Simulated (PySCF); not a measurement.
PySCF input for Si(Me)2(OMe)2 (C4H12O2Si), SMILES O(C)[Si](OC)(C)C, C-PCM-M06-2X/def2-SVP. Geometry: B3LYP-D3(BJ)/def2-SVP. The isomer is the one that the SMILES or the coordinates give; other isomers of the formula were not compared. The values are those of a single conformer.

```python
import numpy as np
from pyscf import gto, scf, dft
from pyscf.solvent import pcm

mol = gto.M(
    atom='''
    C    -2.05326632   -1.41968796    0.44057794
    O    -0.76275661   -0.92289226    0.67588634
    Si   -0.03382967    0.36609161   -0.10416335
    C    -0.80710678    1.98972350    0.39074892
    C    -0.09617486    0.08366121   -1.95819878
    O     1.53234462    0.39436144    0.44786911
    C     2.41953522   -0.69843300    0.40714510
    H    -2.22883688   -2.28961672    1.09390842
    H    -2.19199520   -1.75143252   -0.60660503
    H    -2.83745058   -0.67012731    0.66256966
    H    -1.86965941    2.03042034    0.10010707
    H    -0.29201745    2.83522066   -0.09257835
    H    -0.74308770    2.12743438    1.48146916
    H     0.35228551   -0.88623520   -2.22826647
    H     0.45603336    0.87430526   -2.49157253
    H    -1.13245259    0.08826690   -2.33485444
    H     3.34021686   -0.42883341    0.94865099
    H     1.98452358   -1.59474233    0.88377656
    H     2.70142811   -0.96327831   -0.63000065
    ''',
    basis='def2-SVP',
    charge=0,
    spin=0,
    max_memory=1600,
    verbose=3,
)
mf = dft.RKS(mol, xc='m06-2x').density_fit(auxbasis='def2-universal-jkfit')
mf.grids.level = 4
mf.conv_tol = 1e-9
mf.max_cycle = 100
mf.kernel()
res = {}
for name, eps in {'water': 78.355, 'diethylether': 4.24, '2-propanol': 19.264}.items():
    s = mf.PCM()
    s.with_solvent.method, s.with_solvent.eps, s.with_solvent.lebedev_order = 'C-PCM', eps, 17
    s.kernel(mf.make_rdm1())
    res[name] = (s.e_tot, eps, s.dip_moment(), s.mo_energy, s.converged)
    print(f'{name}: electrostatic solvation free energy {(s.e_tot - mf.e_tot) * 627.509474:.3f} kcal/mol')
```

It prints:

```
converged SCF energy = -599.188865315904

WARN: PCM is an experimental feature. It is still in testing.
Features and APIs may be changed in the future.

converged SCF energy = -599.195790326844
Dipole moment(X, Y, Z, Debye): -1.35110, -0.70455, -1.65343
water: electrostatic solvation free energy -4.346 kcal/mol

WARN: PCM is an experimental feature. It is still in testing.
Features and APIs may be changed in the future.

converged SCF energy = -599.194065014119
Dipole moment(X, Y, Z, Debye): -1.25681, -0.67614, -1.52350
diethylether: electrostatic solvation free energy -3.263 kcal/mol

WARN: PCM is an experimental feature. It is still in testing.
Features and APIs may be changed in the future.

converged SCF energy = -599.195479337079
Dipole moment(X, Y, Z, Debye): -1.33362, -0.69940, -1.62926
2-propanol: electrostatic solvation free energy -4.150 kcal/mol
```

Self-consistency was reached.
